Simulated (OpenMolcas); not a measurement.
Ti III.

* Program: OpenMolcas 26.06
* Basis: ANO-RCC-VTZP [6s5p3d2f1g]
* Scalar Hamiltonian: DKH2, point nucleus
* Active space: 2 electrons in 6 orbitals (3d 4s)
* State averaging: 2S+1 = 3 even, 15 roots; 2S+1 = 1 even, 20 roots kept (CI in the orbitals of an earlier block)
* Spin-orbit coupling: state interaction with AMFI integrals over the reference wave functions, term energies averaged over their components

Two sets of levels on these reference wave functions, in cm⁻¹ above 3d² ³F₂: one from CASSCF and one from MS-CASPT2, IPEA 0.25 Eh, imaginary shift 0.1 Eh (closed shells correlated: 3s 3p).

```
    Level  Set 1  Set 2
  3d² ³F₂    0.0    0.0
  3d² ³F₃    197    199
  3d² ³F₄    454    456
  3d² ¹D₂  11410   8140
  3d² ³P₀  13760  11050
  3d² ³P₁  13830  11110
  3d² ³P₂  13970  11260
  3d² ¹G₄  17920  14680
3d 4s ³D₁  39010  37610
3d 4s ³D₂  39140  37730
3d 4s ³D₃  39340  37930
  3d² ¹S₀  43430  32350
3d 4s ¹D₂  44590  41040
```

**Question.** Which set is which?

**Answer.** Set 2 is MS-CASPT2. Its levels of the other terms of 3d² lie at 0.71 to 0.82 of the other set's values, as expected, since terms of lower spin or lower L gain more correlation energy than the Hund ground term. Against 11 measured levels (Corliss and Sugar, J. Phys. Chem. Ref. Data 8, 1 (1979)) the mean absolute deviation is 360 cm-1 with it and 2900 cm-1 without; single levels miss by up to 670 cm-1 with it.

Term energies are means over components that CASPT2 splits; among the terms shown or strongly mixed into the levels shown the widest spread is 650 cm-1 (3d² ³F, MS-CASPT2). Terms from blocks run as CI alone lack orbitals of their own. A single d shell beside an s shell can misplace configurations of different d count against each other. Without dynamic correlation excited terms often stand tens of per cent too high (terms of higher spin than the ground term too low), and those without a measured partner can miss by more than the paired ones (holds for CASSCF). Measured partners are found by configuration, term and J. A level has none where our copy of the source lacks it or the pairing is in doubt (some pairs that miss far off the trend of their configuration count as doubtful), and it then counts in no deviation. Only configurations of the active space appear.
